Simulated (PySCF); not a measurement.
GeH4NOSi, GeH5NOSi (calculated)

Computed with PySCF 2.14.0. Calculation on a computer-drawn molecule: optimised geometry and harmonic frequencies of an isolated molecule of the commonest isotopes, restricted reference for singlets and unrestricted otherwise, frozen core in MP2; on germanium a core potential holds 10 electrons, which the energies leave out, and 3d is frozen in MP2 and coupled-cluster steps.

Common to all runs: charge 0; method HF; basis cc-pV(D+d)Z; basis and core potential on germanium cc-pVDZ-PP ECP10MDF.

(1) GeH4NOSi

Start structure:
```xyz
8
GeH4NOSi
N      0.3872    -0.3448    -2.0864
Si     0.1780    -0.2105    -0.4827
O     -0.5149    -1.4002     0.2001
Ge     0.6952     1.5684     1.0609
H      0.7467     0.4324    -2.6847
H     -0.6731    -1.4834     1.1534
H      2.1383     1.9247     0.6847
H     -0.0042     2.8127     0.3921
```

* multiplicity: 2
* rotational constants: 7.149, 1.861, 1.482 GHz
* total energy: -713.9452 hartree
* spin squared: 0.7725
* convergence status largest gradient component: 1.67e-05 hartree/bohr

Drawn bonds:
```
atom  other atom  order
   1           2      2
   2           3      1
   2           4      1
   1           5      1
   3           6      1
   4           7      1
   4           8      1
```

Optimised structure:
```xyz
8
GeH4NOSi
N      0.5582    -0.5460    -2.1524
Si     0.2150    -0.2076    -0.6643
O     -0.7663    -1.1872     0.1834
Ge     1.0650     1.5238     0.7163
H      1.1613     0.0060    -2.7311
H     -1.0018    -0.9760     1.0737
H      1.5822     2.7389    -0.0507
H      0.1396     1.9474     1.8624
```

Modes:
```
frequency (cm⁻¹)  reduced mass (dalton)
           130.6                  1.045
           153.2                  4.103
             242                  7.503
           261.9                  2.786
           272.8                  1.625
             411                  3.689
           485.1                   1.19
             507                  1.096
           578.3                  1.385
           607.8                  1.098
           850.8                   1.38
           904.8                  1.987
           931.4                  1.452
            1250                  7.637
            2206                  1.019
            2236                  1.022
            3855                  1.079
            4186                  1.068
```

(2) GeH5NOSi

Start structure:
```xyz
9
GeH5NOSi
O     -1.0202     1.4988     1.4631
Ge    -1.2900     0.6719    -0.0652
N     -1.2591    -1.0944     0.3481
Si    -0.1562    -1.4863     1.6507
H     -1.1268     2.4160     1.4277
H     -0.1361     0.9756    -1.0007
H     -2.6683     1.0423    -0.6365
H     -2.1945    -1.5119     0.3924
H      1.0273    -0.9541     0.8785
```

* multiplicity: 1
* rotational constants: 8.872, 1.813, 1.642 GHz
* total energy: -714.5523 hartree
* convergence status largest gradient component: 2.777e-05 hartree/bohr

Drawn bonds:
```
atom  other atom  order
   1           2      1
   2           3      1
   3           4      1
   1           5      1
   2           6      1
   2           7      1
   3           8      1
   4           9      1
```

Optimised structure:
```xyz
9
GeH5NOSi
O     -1.3426     1.7361     1.4588
Ge    -1.2946     0.7156     0.0029
N     -1.2935    -1.0240     0.5979
Si    -0.0101    -2.0227     1.1529
H     -1.1991     2.6603     1.3142
H     -0.0193     0.9950    -0.7831
H     -2.5614     0.9561    -0.8208
H     -2.2159    -1.4123     0.7045
H      1.1126    -1.0462     0.8309
```

Modes:
```
frequency (cm⁻¹)  reduced mass (dalton)
           32.81                  2.351
           111.3                  1.437
             205                  2.815
           235.4                  2.216
           344.7                  2.502
           544.9                  1.963
           639.4                  1.929
           721.9                  1.115
             737                  9.309
           777.4                  1.078
           851.1                  1.162
           924.8                  1.625
             952                  1.067
           966.7                  1.171
           980.5                  1.561
            1327                  1.271
            2097                  1.042
            2237                  1.022
            2272                  1.017
            3768                  1.075
            4157                  1.067
```
